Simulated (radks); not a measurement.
Values are calculated unless marked as measured or tabulated.
Q: The mean radii <r> (bohr) of the occupied orbitals of an atom or ion are listed with their occupations. Level of theory: non-relativistic Kohn-Sham, PBEsol, spin-polarised, spherical densities, point nucleus (a radial shooting solver on a logarithmic mesh with Libxc functionals).

| orbital | occ. | <r> |
|---|---|---|
| 1s up | 1 | 0.02298 |
| 1s down | 1 | 0.02298 |
| 2s up | 1 | 0.09768 |
| 2s down | 1 | 0.09768 |
| 2p up | 3 | 0.08279 |
| 2p down | 3 | 0.08279 |
| 3s up | 1 | 0.2514 |
| 3s down | 1 | 0.2512 |
| 3p up | 3 | 0.2412 |
| 3p down | 3 | 0.2409 |
| 3d up | 5 | 0.2134 |
| 3d down | 5 | 0.2132 |
| 4s up | 1 | 0.5642 |
| 4s down | 1 | 0.5646 |
| 4p up | 3 | 0.5760 |
| 4p down | 3 | 0.5765 |
| 4d up | 5 | 0.6049 |
| 4d down | 5 | 0.6063 |
| 5s up | 1 | 1.338 |
| 5s down | 1 | 1.352 |
| 5p up | 3 | 1.484 |
| 5p down | 3 | 1.500 |
| 4f up | 7 | 0.7350 |
| 4f down | 1 | 0.7522 |
| 5d up | 1 | 2.064 |
| 6s up | 1 | 3.269 |

Name the element and its charge. Open shells, if any, are filled with parallel spins first.

A: Z = 66, dysprosium, charge +2: Dy2+ in [Xe] 4f8 5d1 6s1. The 1s radius gives Z: for a bare nucleus <r> = 1.5/Z, 0.02273 bohr for Z = 66, and screening makes it slightly larger (0.02298 here). The occupations add up to 64, and the charge is Z minus that.
